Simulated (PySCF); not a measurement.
Species: C5H9NSi.
Numbering: `[CH2:1]=[N:2][Si@@H:3]([CH3:4])[C:5]#[C:6][CH3:7]` (hydrogens: H8, H9 on C1; H10 on Si3; H11, H12, H13 on C4; H14, H15, H16 on C7)

The same species was optimised twice, with GFN2-xTB and with PBE0-D3(BJ)/def2-SVP (PySCF), and the same property calculations (PySCF, gas phase) were run on both structures.

| coordinate | GFN2-xTB | PBE0-D3(BJ)/def2-SVP | change |
| --- | --- | --- | --- |
| N2–Si3 (Å) | 1.730 | 1.763 | +0.033 |
| Si3–C4 (Å) | 1.897 | 1.866 | -0.031 |
| Si3–C5 (Å) | 1.847 | 1.828 | -0.019 |
| C1=N2 (Å) | 1.245 | 1.261 | +0.016 |
| C5≡C6 (Å) | 1.204 | 1.219 | +0.015 |
| C6–C7 (Å) | 1.446 | 1.451 | +0.005 |
| C1–N2–Si3 (°) | 134.3 | 123.8 | -10.5 |
| N2–Si3–C5 (°) | 103.6 | 108.1 | +4.5 |
| N2–Si3–C4 (°) | 104.9 | 108.1 | +3.2 |
| Si3–C5–C6 (°) | 178.6 | 178.9 | +0.3 |
| C4–Si3–C5 (°) | 110.9 | 110.6 | -0.3 |
| C5–C6–C7 (°) | 179.7 | 179.8 | +0.1 |
| C1–N2–Si3–C4 (°) | 123 | 124 | +1 |

Rotational constants: A = 3317, B = 1107, C = 889.8 MHz (GFN2-xTB) against A = 3419, B = 1088, C = 877.6 MHz (PBE0-D3(BJ)/def2-SVP). Point groups within 0.08 Å: C1 and C1.

On the GFN2-xTB structure: lowest singlet, TDDFT (eV) 4.06 [wB97X-D/def2-SVPD]; lowest triplet, Tamm–Dancoff (eV) 3.50 [wB97X-D/def2-SVPD]; isotropic polarisability (au) 94.5 [wB97X-D/def2-SVPD]; HOMO (eV) -8.75 [wB97X-D/def2-SVPD]; LUMO (eV) 1.09 [wB97X-D/def2-SVPD]; dipole (D) 0.79 [wB97X-D/def2-SVPD].

Question: What do these properties become on the PBE0-D3(BJ)/def2-SVP structure?

Answer: 
```csv
property,level,on GFN2-xTB,on PBE0-D3(BJ)/def2-SVP,change
"lowest singlet, TDDFT (eV)",wB97X-D/def2-SVPD,4.06,4.15,+0.09
"lowest triplet, Tamm–Dancoff (eV)",wB97X-D/def2-SVPD,3.50,3.57,+0.07
isotropic polarisability (au),wB97X-D/def2-SVPD,94.5,95.6,+1.1
HOMO (eV),wB97X-D/def2-SVPD,-8.75,-8.86,-0.11
LUMO (eV),wB97X-D/def2-SVPD,1.09,1.05,-0.04
dipole (D),wB97X-D/def2-SVPD,0.79,1.04,+0.25
"energy, GFN2-xTB geometry as zero (kcal/mol)",wB97X-D/def2-SVPD,0.0,-2.9,-2.9
```

The heavy atoms differ by 0.092 Å rms after alignment. Among bonds between heavy atoms N2–Si3 changes most (+0.033 Å). Changes are differences of the printed values. Neither structure is proved a minimum here.

The values belong to the conformer `[CH2:1]=[N:2][Si@@H:3]([CH3:4])[C:5]#[C:6][CH3:7]`: C1–N2–Si3–C4 124°.

The pairwise dispersion term of wB97X-D wasn't added to the energies; at a given geometry it leaves orbitals and properties as they are.
